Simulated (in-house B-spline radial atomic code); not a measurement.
# LDA exchange-only excitations of the germanium ion Ge²⁺

Method: LDA exchange-only. Computed with a B-spline radial code for spherical atoms: linear response of the closed shell [Ar] 3d10 4s2 with the functional's adiabatic kernel; scalar-relativistic (spin-free one-electron X2C), finite nucleus, no spin-orbit coupling, no double excitations, S, P, D and F terms only; shells from n = 2 respond. Only terms of natural parity with L up to 3 were computed.

Command:
```bash
python run_td.py task.json out
```
Settings (radii: box in bohr, nucleus in fm):
```
Z                        32
electrons                30
configuration            [Ar] 3d10 4s2
hamiltonian              x2c
method                   lda,
box_radius               29.48
rms_radius               4.0742
intervals                73
```

Cost of the run: 1.4 s on 1 thread of Arm Neoverse N1 (shared host).

The lowest states, in the order of their Tamm-Dancoff energies; the method's threshold (minus the highest occupied level) is 28.292 eV. Labels give the largest channel, * marks a mixed state, and oscillator strengths are full-response dipole values. Semilocal kernels can invert the small singlet-triplet splittings of Rydberg terms. Energies in eV:

```
     state  full response  Tamm-Dancoff  oscillator strength
4s → 4p 3P          7.625         7.813                    -
4s → 4p 1P         11.712        12.253                 1.63
4s → 5s 3S         18.686        18.698                    -
4s → 4d 3D         19.147        19.180                    -
4s → 5s 1S         19.436        19.460                    -
4s → 4d 1D         20.028        20.037                    -
4s → 5p 3P         21.170        21.182                    -
4s → 5p 1P         21.579        21.634             0.000396
4s → 6s 3S              ?             ?                    -
4s → 6s 1S              ?             ?                    -
```

Question: Where does 4s → 6s 3S lie?

Answer: At 23.728 eV in full response, 23.731 eV in Tamm-Dancoff.

Question: Where does 4s → 6s 1S lie?

Answer: At 23.919 eV in full response, 23.925 eV in Tamm-Dancoff.

Question: How large is the singlet-triplet splitting of 4s → 4p (P terms) in Tamm-Dancoff?

Answer: 4.44 eV, from the unrounded values.

Question: What polarisabilities and dispersion coefficient does the method give?

Answer: Dipole 10.03 bohr³, quadrupole 30.46 bohr⁵, C6 38.92 hartree·bohr⁶ for two such species.
